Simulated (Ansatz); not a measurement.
Reaction (redistribution): `CC[Si]CC` + `[NH2][Al]([OH])[OH]` → `CC[Si]N` + `C[CH2][Al]([OH])[OH]`

Program: Ansatz. Geometries: PBE0-D4/def2-TZVP. ΔE: electronic, gas phase. CBS: MP2 limit from def2 TZ/QZ plus the TZ coupled-cluster correction, frozen cores. Functionals use def2-TZVPP. HSE06 is defined as in plane-wave codes. One conformer a species, not always the lowest.

| level | ΔE (kcal/mol) |
| --- | --- |
| HSE06-D4 | -10.2 |
| ωB97M-V | -10.2 |
| BLYP | -12.2 |
| r2SCANh | -10.3 |
| r2SCAN0 | -9.8 |
| HF/def2-TZVPP | -8.5 |
| SCS-MP2/def2-TZVPP | -8.8 |
| CCSD(T)/def2-TZVPP | -8.8 |

Q: What does CCSD(T)/CBS give? (Estimate.)

A: Computed: -8.7 kcal/mol. The listed levels differ from it by -1.5, -1.5, -3.5, -1.6, -1.1, 0.2, -0.1, -0.1 kcal/mol.

Largest T1 diagnostic among the species: 0.013.

Leaving LDA and LC-ωPBE aside and taking each functional with its dispersion term where it has one, the values, not all of them listed here, spread over 2.2 kcal/mol, from PBE-D4 to BHLYP-D4. From PBE to PBE0 (25 % exact exchange), in def2-TZVPP and without D4, ΔE moves by +1.2 kcal/mol. At CCSD(T), def2-SVP lies −2.1 kcal/mol from the extrapolated value and def2-TZVPP −0.1 kcal/mol.
